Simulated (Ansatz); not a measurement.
Start from `N[SiH]1CS1` and change one atom or group to get `[SiH3][SiH]1CS1`.

Ansatz, PBE0-D4/def2-TZVP geometries, multiplicity 1. Each molecule was computed in one conformer, which needn't be the lowest.

| property | `N[SiH]1CS1` |
| --- | --- |
| HOMO energy (PBE/def2-TZVPP) / eV | -5.51 |
| LUMO energy (ωB97M-V/def2-TZVPP) / eV | 2.04 |
| HOMO energy (ωB97M-V/def2-TZVPP) / eV | -8.89 |
| HOMO energy (PBE0/def2-TZVPP) / eV | -6.71 |
| LUMO energy (B3LYP/def2-TZVPP) / eV | 0.17 |
| ideal-gas entropy at 298 K and 1 bar (rigid rotor, harmonic PBE0-D4/def2-TZVP) / J/(mol·K) | 315 |

**Question.** What does the change do to each property? (An estimate is asked.)

**Answer.** Ansatz gave: 
```tsv
property	`[SiH3][SiH]1CS1`	shift
HOMO energy (PBE/def2-TZVPP) / eV	-5.70	-0.19
LUMO energy (ωB97M-V/def2-TZVPP) / eV	0.97	-1.07
HOMO energy (ωB97M-V/def2-TZVPP) / eV	-9.00	-0.11
HOMO energy (PBE0/def2-TZVPP) / eV	-6.86	-0.15
LUMO energy (B3LYP/def2-TZVPP) / eV	-0.99	-1.16
ideal-gas entropy at 298 K and 1 bar (rigid rotor, harmonic PBE0-D4/def2-TZVP) / J/(mol·K)	341	26
```

With PBE0 the HOMO falls by 0.15 eV and the LUMO falls by 1.27 eV, so the gap narrows by about 1.12 eV. PBE moves the HOMO by -0.19 eV and ωB97M-V by -0.11 eV. The zero-point energy changes by -3.0 kJ/mol with +3 modes.

B3LYP here is the variant with VWN-RPA as its local correlation; programs differ in this.
